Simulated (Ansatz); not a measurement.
Basis sets compared for the cluster Ti2O3⁺ (the lowest doublet isomer of a short search). Total charge 1; doublet. Geometry B3LYP-D4/def2-SVP. Ansatz on 4 threads of Intel Xeon on a shared host; times are rough, and most runs start from earlier orbitals.

```xyz
5

Ti   -0.632    0.676   -0.483
Ti    0.410   -1.419    0.877
O     0.481    1.705   -0.910
O    -0.284    0.119    1.300
O     0.026   -1.081   -0.785
```

The structure comes from a short search, and lower isomers may exist.

```csv
level,functions,energy (Eh),HOMO (eV),LUMO (eV),wall time
PBE-D4/def2-SVP,104,-1923.5346,-9.60,-8.51,5.5 s
PBE0-D4/def2-SVP,104,-1923.5141,-11.40,-7.22,10 s
```

(1) Estimate the rows for PBE-D4/def2-TZVP (with forces), PBE0-D4/def2-TZVP.

Results:

(1) 
```json
{"level": "PBE-D4/def2-TZVP (with forces)", "functions": "183", "energy (Eh)": "-1924.0204", "HOMO (eV)": "-9.70", "LUMO (eV)": "-8.60", "wall time": "6.5 s"}
{"level": "PBE0-D4/def2-TZVP", "functions": "183", "energy (Eh)": "-1924.0015", "HOMO (eV)": "-11.39", "LUMO (eV)": "-7.22", "wall time": "24 s"}
```
